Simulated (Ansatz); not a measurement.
Consider the substitution at a C–Se bond: `C[Se][Al]([Cl])[Cl]` + `B[SiH](O)F` → `B[SiH](F)OC` + `[Cl][Al]([Cl])[SeH]`.

Calculated with Ansatz (gas phase, PBE0-D4/def2-TZVP geometries, no zero-point term in ΔE). CCSD(T)/CBS is the MP2 limit (def2-TZVPP, def2-QZVPP) plus CCSD(T) − MP2 in def2-TZVPP, frozen cores. For Se outer-core shells are correlated without core-valence functions, which leaves a few kJ/mol of doubt a bond. Scalar relativity is left out up to krypton. One conformer a species, not always the lowest.

| species | HF/def2-QZVPP energy (Eh) |
| --- | --- |
| `C[Se][Al]([Cl])[Cl]` | -3600.70634 |
| `B[SiH](O)F` | -490.45398 |
| `B[SiH](F)OC` | -529.48905 |
| `[Cl][Al]([Cl])[SeH]` | -3561.66079 |

(1) Work out ΔE.

Largest T1 diagnostic among the species: 0.012.

Answers

(1) ΔE = (-529.48905) + (-3561.66079) − (-3600.70634) − (-490.45398) = 0.01048 Eh = +27.5 kJ/mol. CCSD(T)/CBS gives +45.3 kJ/mol.

At CCSD(T), def2-SVP lies −23.3 kJ/mol from the extrapolated value and def2-TZVPP −2.2 kJ/mol. From BLYP to BHLYP (50 % exact exchange), in def2-TZVPP and without D4, ΔE moves by −3.7 kJ/mol. Leaving LDA and LC-ωPBE aside and taking each functional with its dispersion term where it has one, the values, not all of them listed here, spread over 11.1 kJ/mol, from CAM-B3LYP-D4 to revPBE-D4. LDA lies −4.2 kJ/mol from PBE without D4.
